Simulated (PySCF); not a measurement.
**A survey of ¹⁵N NMR shifts**

PySCF 2.14 calculation with geometry from GFN2-xTB and σ from GIAO-PBE0/pcSseg-1; no solvent, no relativistic terms, one averaged value for each set of equivalent atoms, one computed conformer.

Shieldings were converted by a linear fit to measured shifts: ¹⁵N (scatter 6.3 ppm rms vs CH3NO2, solution or neat liquid). A few per cent of atoms miss by over 2 rms, more outside the fitted compound classes.

Problem. Give the ¹⁵N shifts of `C=N/N=C\C(C)C`, `C=N/N=C\C(C)C`, `CC(C)[C@@H]1C[Si@H](CF)N1`, `C#Cc1ccnnn1`, `C#Cc1cnncn1`, `CC1=NNC[C@H]1C`.

Solution. 
```
                                         compound                                        environment  δ (ppm)
[CH2:1]=[N:2]/[N:3]=[CH:4]\[CH:5]([CH3:6])[CH3:7]                                 N2: imine nitrogen    -22.2
[CH2:1]=[N:2]/[N:3]=[CH:4]\[CH:5]([CH3:6])[CH3:7]                                 N3: imine nitrogen    -45.5
[CH2:1]=[N:2]/[N:3]=[CH:4]\[CH:5]([CH3:6])[CH3:7]                                 N2: imine nitrogen    -22.1
[CH2:1]=[N:2]/[N:3]=[CH:4]\[CH:5]([CH3:6])[CH3:7]                                 N3: imine nitrogen    -45.5
                        CC(C)[C@@H]1C[Si@H](CF)N1  nitrogen bonded to C, Si, H, in a 4-membered ring   -346.4
   [CH:1]#[C:2][c:3]1[cH:4][cH:5][n:6][n:7][n:8]1                    N7: pyridine-type ring nitrogen    100.1
   [CH:1]#[C:2][c:3]1[cH:4][cH:5][n:6][n:7][n:8]1                    N8: pyridine-type ring nitrogen     17.1
   [CH:1]#[C:2][c:3]1[cH:4][cH:5][n:6][n:7][n:8]1                    N6: pyridine-type ring nitrogen      8.1
   [CH:1]#[C:2][c:3]1[cH:4][n:5][n:6][cH:7][n:8]1                    N5: pyridine-type ring nitrogen     56.8
   [CH:1]#[C:2][c:3]1[cH:4][n:5][n:6][cH:7][n:8]1                    N6: pyridine-type ring nitrogen     11.4
   [CH:1]#[C:2][c:3]1[cH:4][n:5][n:6][cH:7][n:8]1                    N8: pyridine-type ring nitrogen    -86.2
  [CH3:1][C:2]1=[N:3][NH:4][CH2:5][C@H:6]1[CH3:7]                                 N3: imine nitrogen    -49.1
  [CH3:1][C:2]1=[N:3][NH:4][CH2:5][C@H:6]1[CH3:7]                      N4: nitrogen bonded to O or N   -265.5
```
